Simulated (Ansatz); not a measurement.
Relaxation of FGeH$_{3}$ (5 atoms, charge 0, multiplicity 1), to a largest force component of 0.02 eV/Å in at most 40 steps.

These are results of RKS B3LYP-D4/def2-SVP in Ansatz 0.2.0, not measurements.

```xyz
5
Properties=species:S:1:pos:R:3:forces:R:3
Ge 0.000 0.000 0.000 -2.68 0.00 0.96
H 0.000 0.000 1.550 0.17 0.00 -0.13
F 1.584 0.000 -0.559 2.10 0.00 -0.74
H -0.730 1.265 -0.516 0.20 -0.05 -0.04
H -0.730 -1.265 -0.516 0.20 0.05 -0.04
```

Q: Where does it end, and by what steps?

A: It converged. After 3 steps the energy has fallen by 0.095 eV; Ge1 moved furthest, 0.06 Å.

```
step  energy less start (eV)  largest force component (eV/Å)  accepted
   0                  0.0000                           2.676       yes
   1                 -0.0749                           1.101       yes
   2                 -0.0952                           0.058       yes
   3                 -0.0954                           0.008       yes
```

```xyz
5
Properties=species:S:1:pos:R:3
Ge -0.056 0.000 0.020
H 0.020 0.000 1.557
F 1.594 0.000 -0.563
H -0.717 1.277 -0.528
H -0.717 -1.277 -0.528
```

Whether the end is a true minimum wasn't checked by a vibrational analysis.

The run took 7.9 s on 1 thread of Arm Neoverse V1 (shared host), peak memory 0.11 GiB.
